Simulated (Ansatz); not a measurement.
Reaction (hydrogenolysis of the In–F bond): `C[O][In]([F])[Cl]` + H₂ → `C[O][InH][Cl]` + H–F

Gas-phase electronic energies from Ansatz, PBE0-D4/def2-TZVP geometries. CBS: MP2 limit from def2 TZ/QZ plus the TZ coupled-cluster correction, frozen cores. This one scheme is used for every species. Functionals use def2-TZVPP. B3LYP here is the variant with VWN-RPA as its local correlation; programs differ in this. HSE06 is defined as in plane-wave codes. Elements past krypton have def2 core potentials. For In outer-core shells are correlated without core-valence functions, which leaves a few kJ/mol of doubt a bond. One conformer a species, not always the lowest.

| level | ΔE (kJ/mol) | difference from CCSD(T)/CBS |
| --- | --- | --- |
| LDA (SPW92) | -4.2 | -18.5 |
| PBE-D4 | 15.9 | 1.6 |
| BLYP-D4 | 25.8 | 11.5 |
| r2SCAN-D4 | 20.6 | 6.3 |
| B97M-V | 15.8 | 1.5 |
| PBE0-D4 | 6.6 | -7.7 |
| B3LYP-D4 | 16.6 | 2.3 |
| r2SCANh-D4 | 16.0 | 1.7 |
| HSE06-D4 | 6.4 | -7.9 |
| BHLYP-D4 | 11.0 | -3.3 |
| CAM-B3LYP-D4 | 14.6 | 0.3 |
| ωB97M-V | 12.8 | -1.5 |
| B2PLYP | 18.0 | 3.7 |
| PBE-QIDH | 7.2 | -7.1 |
| PBE | 15.9 | 1.6 |
| revPBE | 20.6 | 6.3 |
| BLYP | 26.2 | 11.9 |
| r2SCAN | 20.5 | 6.2 |
| B3LYP | 16.8 | 2.5 |
| r2SCANh | 16.0 | 1.7 |
| r2SCAN0 | 9.9 | -4.4 |
| HSE06 | 6.4 | -7.9 |
| BHLYP | 10.8 | -3.5 |
| CAM-B3LYP | 14.6 | 0.3 |
| LC-ωPBE | 14.9 | 0.6 |
| HF/def2-SVP | 5.5 | -8.8 |
| MP2/def2-SVP | 28.9 | 14.6 |
| CCSD/def2-SVP | 18.5 | 4.2 |
| CCSD(T)/def2-SVP | 20.6 | 6.3 |
| HF/def2-TZVPP | 10.4 | -3.9 |
| MP2/def2-TZVPP | 12.7 | -1.6 |
| SCS-MP2/def2-TZVPP | 15.7 | 1.4 |
| CCSD/def2-TZVPP | 6.5 | -7.8 |
| CCSD(T)/def2-TZVPP | 10.0 | -4.3 |
| HF/def2-QZVPP | 12.8 | -1.5 |
| MP2/def2-QZVPP | 16.1 | 1.8 |
| SCS-MP2/def2-QZVPP | 18.8 | 4.5 |
| HF/CBS(def2) | 13.2 | -1.1 |
| MP2/CBS(def2) | 17.1 | 2.8 |
| CCSD/CBS(def2) | 10.9 | -3.4 |
| CCSD(T)/CBS | 14.3 | 0 |

Question: What do rigid-rotor, harmonic-oscillator terms from PBE0-D4/def2-TZVP frequencies (298.15 K, 1 bar) make of the CCSD(T)/CBS value? (An estimate is asked.)

Answer: The calculation gave: ΔZPE = +10.2 kJ/mol, ΔH = +21.6 kJ/mol, ΔS = 8 J/(mol·K), ΔG = +19.1 kJ/mol. Modes under 50 cm⁻¹ make the entropy rough.

Largest T1 diagnostic among the species: 0.016.

From PBE to PBE0 (25 % exact exchange), in def2-TZVPP and without D4, ΔE moves by −9.3 kJ/mol. At CCSD(T), def2-SVP lies +6.3 kJ/mol from the extrapolated value and def2-TZVPP −4.3 kJ/mol. Leaving LDA and LC-ωPBE aside and taking each functional with its dispersion term where it has one, the values spread over 19.5 kJ/mol, from HSE06-D4 to BLYP-D4. LDA lies −20.1 kJ/mol from PBE without D4.
